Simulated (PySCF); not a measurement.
TiIH3, SMILES [I][TiH3], multiplicity 1.

Coordinates come from a PBE0-D3(BJ)/def2-TZVP optimisation. The multiplicity is an assumed one; no other spin state was optimised. The structure was generated by enumeration; whether it is a known compound was not checked. The def2 effective core potentials stand for the cores of I; spin–orbit coupling is left out.

Two levels are set side by side: PBE/def2-TZVPD (PySCF) and B3LYP/def2-TZVPD (PySCF). Same geometry, gas phase. Differences are taken from unrounded values.

```json
[
 {"quantity": "orbital gap (eV)", "B3LYP": "4.74", "PBE": "3.05", "PBE minus B3LYP": "-1.69"},
 {"quantity": "highest occupied level (eV)", "B3LYP": "-8.16", "PBE": "-7.40", "PBE minus B3LYP": "0.77"},
 {"quantity": "lowest empty level (eV)", "B3LYP": "-3.43", "PBE": "-4.35", "PBE minus B3LYP": "-0.92"},
 {"quantity": "dipole moment (D)", "B3LYP": "0.14", "PBE": "0.20", "PBE minus B3LYP": "0.07"},
 {"quantity": "mean polarisability (bohr³)", "B3LYP": "81.6", "PBE": "83.3", "PBE minus B3LYP": "1.8"}
]
```

Without exact exchange PBE keeps part of each electron's self-repulsion, which lifts occupied levels and narrows the gap. Differences between two approximate levels are no errors against the true value.

Rough cost on one machine, each run with all the roots and properties that it gave: B3LYP against PBE within a factor of 2.
